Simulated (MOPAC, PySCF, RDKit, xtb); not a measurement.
Conformational energy of C11H16Si, SMILES C=Cc1cccc([Si](C)(C)C)c1. Scanned: dihedral C1–C2–C3–C4; all other coordinates were relaxed at GFN2-xTB. Points at φ and −φ are mirror images.

Atom numbering (GFN2-xTB optimised geometry, Å):
```
28

C      4.5716    -0.9250    -0.2808
C      3.3006    -1.0126     0.0921
C      2.1959    -0.1730    -0.3571
C      2.3513     0.8585    -1.2841
C      1.2648     1.6191    -1.6684
C      0.0101     1.3685    -1.1394
C     -0.1843     0.3486    -0.2132
Si    -1.8892    -0.0343     0.5343
C     -1.7675     0.0785     2.4364
C     -2.3968    -1.8031     0.0243
C     -3.1924     1.2077    -0.0914
C      0.9218    -0.4054     0.1591
H      4.9250    -0.1907    -0.9841
H      5.3174    -1.5955     0.1111
H      3.0179    -1.7773     0.8064
H      3.3225     1.0667    -1.7061
H      1.3964     2.4157    -2.3875
H     -0.8284     1.9734    -1.4506
H     -2.7202    -0.1481     2.9054
H     -1.4714     1.0732     2.7561
H     -1.0356    -0.6208     2.8286
H     -2.4819    -1.8948    -1.0545
H     -3.3552    -2.0776     0.4547
H     -1.6667    -2.5347     0.3565
H     -4.1630     1.0020     0.3495
H     -2.9273     2.2284     0.1666
H     -3.3079     1.1563    -1.1697
H      0.7926    -1.2037     0.8775
```

- PM7, restricted, heats of formation // GFN2-xTB (MOPAC)
- GFN1-xTB // GFN2-xTB (xtb)
- PM3, restricted, heats of formation // GFN2-xTB (MOPAC)
- MMFF94 // GFN2-xTB (RDKit)
- UFF // GFN2-xTB (RDKit)
- RKS-B3LYP/6-31G* = PySCF with restricted B3LYP/6-31G*, spherical d, density fitting // GFN2-xTB

Energies in mEh, each method relative to its own lowest point.

```csv
φ / °,PM7,GFN1-xTB,PM3,MMFF94,UFF,RKS-B3LYP/6-31G*
-165,0.4,0.1,0.0,0.3,0.0,0.4
-150,0.0,0.4,0.0,0.1,0.0,0.9
-135,0.0,1.3,0.4,0.2,1.3,2.3
-120,0.4,2.8,1.1,0.7,3.8,4.4
-105,0.7,4.2,1.6,1.2,6.6,6.4
-90,0.8,4.8,1.7,1.6,7.9,7.2
-75,0.7,4.3,1.5,1.3,6.7,6.4
-60,0.4,2.9,1.0,0.5,4.0,4.4
-45,0.1,1.5,0.3,0.0,1.4,2.3
-30,0.1,0.5,0.0,0.0,0.1,0.8
-15,0.4,0.1,0.1,0.3,0.2,0.2
0,0.6,0.0,0.1,0.6,0.5,0.0
15,0.4,0.1,0.1,0.3,0.2,0.2
30,0.1,0.5,0.0,0.0,0.1,0.8
45,0.1,1.5,0.3,0.0,1.4,2.3
60,0.4,2.9,1.0,0.5,4.0,4.4
75,0.7,4.3,1.5,1.3,6.7,6.4
90,0.8,4.8,1.7,1.6,7.9,7.2
105,0.7,4.2,1.6,1.2,6.6,6.4
120,0.4,2.8,1.1,0.7,3.8,4.4
135,0.0,1.3,0.4,0.2,1.3,2.3
150,0.0,0.4,0.0,0.1,0.0,0.9
165,0.4,0.1,0.0,0.3,0.0,0.4
180,0.6,0.0,0.0,0.6,0.3,0.3
```

Root-mean-square difference from the RKS-B3LYP/6-31G* profile, itself a level with limits, after the best constant shift (mEh): PM7 2.4, GFN1-xTB 0.8, PM3 1.9, MMFF94 2.1, UFF 0.5.

MMFF94 has few fitted parameters for silicon.
